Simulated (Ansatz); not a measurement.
Basis sets compared for MoS₂Cl₂. The state is a singlet with charge 0. Geometry B3LYP-D4/def2-SVP. Ansatz on 4 threads of AMD EPYC 9B45 on a shared host; times are rough, and most runs start from earlier orbitals.

```xyz
5

Mo   -0.0020   -0.0021   -0.0030
S    -2.0916   -0.1482   -0.2154
S     0.8869   -1.0958   -1.5672
Cl    0.6016   -0.9229    1.9727
Cl    0.6052    2.1690   -0.1871
```

In the def2 sets Mo takes a core potential; there is no spin–orbit coupling. The restricted singlet is unstable towards broken spin symmetry in Hartree–Fock (as tested in another run); at PBE-D4/def2-SVP, PBE-D4/def2-TZVPD, r2SCAN-D4/def2-TZVP, r2SCAN-D4/def2-TZVPD and others this wasn't settled.

Binding counts from free atoms (Mo septet, S triplet, Cl doublet) in the same basis, without a counterpoise term.

```json
{"level": "PBE-D4/def2-SVP", "functions": "103", "energy (Eh)": "-1783.9897", "HOMO (eV)": "-6.67", "LUMO (eV)": "-4.64", "binding per atom (eV)": "3.77", "wall time": "0.45 s"}
{"level": "PBE-D4/def2-TZVP", "functions": "188", "energy (Eh)": "-1784.6059", "HOMO (eV)": "-6.70", "LUMO (eV)": "-4.71", "binding per atom (eV)": "3.75", "wall time": "0.75 s"}
{"level": "r2SCAN-D4/def2-TZVP", "functions": "188", "energy (Eh)": "-1785.1973", "HOMO (eV)": "-6.99", "LUMO (eV)": "-4.77", "binding per atom (eV)": "3.50", "wall time": "1.6 s"}
{"level": "PBE0-D4/def2-SVP", "functions": "103", "energy (Eh)": "-1784.0505", "HOMO (eV)": "-7.85", "LUMO (eV)": "-4.10", "binding per atom (eV)": "3.35", "wall time": "0.65 s"}
{"level": "PBE0-D4/def2-TZVP (with forces)", "functions": "188", "energy (Eh)": "-1784.6629", "HOMO (eV)": "-7.82", "LUMO (eV)": "-4.11", "binding per atom (eV)": "3.35", "wall time": "1.6 s"}
```

Problem. Estimate the rows for PBE-D4/def2-TZVPD, r2SCAN-D4/def2-TZVPD, PBE0-D4/def2-TZVPD.

Solution. 
```
               level  functions  energy (Eh)  HOMO (eV)  LUMO (eV)  binding per atom (eV)  wall time
   PBE-D4/def2-TZVPD        224   -1784.6075      -6.73      -4.74                   3.74      1.1 s
r2SCAN-D4/def2-TZVPD        224   -1785.1984      -6.99      -4.78                   3.50      2.1 s
  PBE0-D4/def2-TZVPD        224   -1784.6642      -7.83      -4.14                   3.35      1.6 s
```
